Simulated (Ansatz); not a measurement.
Gas-phase electronic energies from Ansatz, PBE0-D4/def2-TZVP geometries. CCSD(T)/CBS is the MP2 limit (def2-TZVPP, def2-QZVPP) plus CCSD(T) − MP2 in def2-TZVPP, frozen cores. This one scheme is used for every species. DFT in def2-TZVPP. B3LYP here is the variant with VWN-RPA as its local correlation; programs differ in this. No spin–orbit coupling; open shells (•) take unrestricted orbitals. Each species was taken in one conformer, which may not be the lowest.

Consider the homolysis of the S–Si bond: `C[Si](O)(S)Cl` → `[SH]`• + `C[Si](O)Cl`•.

```tsv
level	ΔE (kJ/mol)	difference from CCSD(T)/CBS
r2SCAN-D4	387.0	-20.7
PBE0-D4	395.0	-12.7
B3LYP-D4	382.6	-25.1
ωB97X-V	405.2	-2.5
ωB97M-V	411.3	3.6
B2PLYP	383.1	-24.6
PBE0	386.0	-21.7
B3LYP	365.9	-41.8
HF/def2-TZVPP	288.0	-119.7
CCSD/def2-TZVPP	382.8	-24.9
CCSD(T)/def2-TZVPP	393.1	-14.6
HF/def2-QZVPP	286.3	-121.4
MP2/def2-QZVPP	419.3	11.6
SCS-MP2/def2-QZVPP	410.2	2.5
MP2/CBS(def2)	426.1	18.4
CCSD/CBS(def2)	397.4	-10.3
CCSD(T)/CBS	407.7	0
```

Largest T1 diagnostic among the species: 0.013.

The D4 term adds +16.6 kJ/mol with B3LYP and +9.0 kJ/mol with PBE0; it sums over pairs of atoms, weighted by their polarisabilities, and B3LYP, whose exchange is more repulsive, gets the larger term. In def2-TZVPP, CCSD(T) changes the Hartree–Fock value by +105.1 kJ/mol (the triples alone add +10.3 kJ/mol) and MP2 by +123.5 kJ/mol; breaking electron pairs costs correlation energy, which Hartree–Fock lacks. From PBE to PBE0 (25 % exact exchange), in def2-TZVPP and without D4, ΔE moves by +3.3 kJ/mol.
